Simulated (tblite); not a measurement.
Species: C₅H₇F₃Si.
Geometry (GFN2-xTB, Å), atoms numbered from 1 in this order:
```
atom  x, y, z in Å
F1     3.0041    1.0966    0.7162
C2     2.6948   -0.0834    0.1736
F3     3.7981   -0.7793   -0.0900
C4     1.4442   -0.4606   -0.0687
F5     1.2528   -1.6811   -0.6217
C6     0.2296    0.3367    0.1537
C7    -0.9138   -0.3951    0.8952
C8    -2.1106   -0.0018    0.0062
Si9   -0.9418    0.6164   -1.3713
H10    0.5119    1.2616    0.6537
H11   -1.0143   -0.0865    1.9346
H12   -0.7518   -1.4714    0.8721
H13   -2.7809   -0.8278   -0.2168
H14   -2.7086    0.7854    0.4616
H15   -1.0299    2.0073   -1.8070
H16   -0.6914   -0.3082   -2.4713
```

Calculated harmonic vibrations of the isolated species, GFN2-xTB (tblite), most abundant isotopes, no scaling. The method is semi-empirical: single wavenumbers can be off by several per cent or more. Modes of hydrogen on silicon can be 10 to 20 % off. One conformer, not necessarily the lowest.

Harmonic wavenumbers (cm⁻¹): 40.8, 63.7, 103.4, 145.8, 190.9, 240.5, 313.4, 403.7, 422.6, 433.0, 458.5, 493.5, 534.7, 550.5, 623.8, 668.4, 710.3, 745.8, 760.7, 839.3, 896.6, 978.5, 1031.0, 1045.9, 1058.9, 1146.2, 1176.3, 1187.6, 1216.6, 1237.9, 1273.1, 1308.0, 1464.1, 1487.8, 1769.7, 2293.3, 2311.4, 2991.7, 3001.3, 3009.8, 3016.7, 3025.3.

A = 2677, B = 756.9, C = 719.2 MHz; mass 152.027 u (most abundant isotopes); point group C1, symmetry number 1.

Question: What is the zero-point energy?

Answer: Half the sum of the wavenumbers: 23336 cm⁻¹ = 66.72 kcal/mol.

Question: Give the ideal-gas entropy at 298.15 K and 1 bar in the rigid-rotor, harmonic-oscillator model (classical rotation).

Answer: Translation 40.99, rotation 29.78, vibration 28.79: S = 99.6 cal/(mol K).

Question: And Cp and H(298.15 K) − H(0)?

Answer: Cp = 38.42 cal/(mol K), of which vibrations give 30.47 (their classical limit is 42 R = 83.5); H(298.15 K) − H(0) = 6.90 kcal/mol without the zero-point energy, 4.53 from vibrations.

Question: Blend soft modes into free rotors: weight 1/[1 + (100 cm⁻¹/ν̃)⁴] for the oscillator and the rest for a rotor with moment μB/(μ + B), μ = h/(8π²ν), B = 10⁻⁴⁴ kg m². What vibrational entropy results?

Answer: 26.17 cal/(mol K) in place of 28.79, which changes −T·S at 298.15 K by +0.78 kcal/mol.

Question: How do the functions run with temperature in this model?

Answer: 
```
T (K)  S (cal/(mol K))  Cp (cal/(mol K))  H − H(0) (kcal/mol)  G − H(0) (kcal/mol)  ln q(vib)
  100             70.7              18.0                 1.29                -5.78       1.83
  200             86.3              28.4                 3.61               -13.66       4.34
  300             99.8              38.6                 6.97               -22.97       6.90
  500            123.5              54.3                16.37               -45.37      11.98
  800            152.3              67.9                34.91               -86.90      19.10
 1000            168.0              73.4                49.07              -118.97      23.41
```

q(vib) and H(0) count from the zero-point level.

Question: Which modes carry the vibrational entropy at 298.15 K?

Answer: 40.8 cm⁻¹: 5.22; 63.7 cm⁻¹: 4.34; 103.4 cm⁻¹: 3.39; 145.8 cm⁻¹: 2.73; 190.9 cm⁻¹: 2.22; 240.5 cm⁻¹: 1.80 cal/(mol K); the other 36 give 9.10 together.

Hindered rotation and anharmonicity are outside this model. Other conformers, if any are populated, would add a mixing term that is left out. The structure is chiral; the term R ln 2 for an equal mix with its mirror image is left out.

Hardware: one thread of an Arm Neoverse N1, shared host with 64 logical CPUs at a one-minute load of 59. Cost: 0.99 s wall. This covers the Hessian and the dipole derivatives.
